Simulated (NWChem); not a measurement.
# BH2I; SMILES BI

Computed with NWChem. Medium grid unless said otherwise, to which SCAN and Minnesota functionals are sensitive. Geometry: optimised at PBE0/def2-SVP. def2 effective core potentials on I; no spin-orbit coupling. Hybrids' shares of exact exchange are those that their runs print; pure functionals count as 0. The functionals differ in more than this share.

```csv
row,share of exact exchange,orbital gap (eV)
PBE/def2-SVP,0.00,3.27
OLYP/def2-SVP,0.00,3.36
B3LYP/def2-SVP,0.20,4.92
MN15/def2-SVP,0.44,6.33
M06-2X/def2-SVP,0.54,withheld
```

**Question.** Fit a straight line of the last column on the one before it, predict the withheld value, and compare with the run.

**Answer.** 
1. Means of the 4 shown rows: x = 0.160, y = 4.470. Slope Σ(x − x̄)(y − ȳ)/Σ(x − x̄)² = 0.9084/0.1312 = 6.924; intercept 3.362.
2. The shown rows scatter about the line by 0.106 (root mean square); the largest residual is +0.17, at B3LYP/def2-SVP.
3. At x = 0.54 (M06-2X/def2-SVP; beyond the shown range) the line gives 7.10.
4. The run gives 7.37, +0.27 from the line, 2.6 times the scatter.
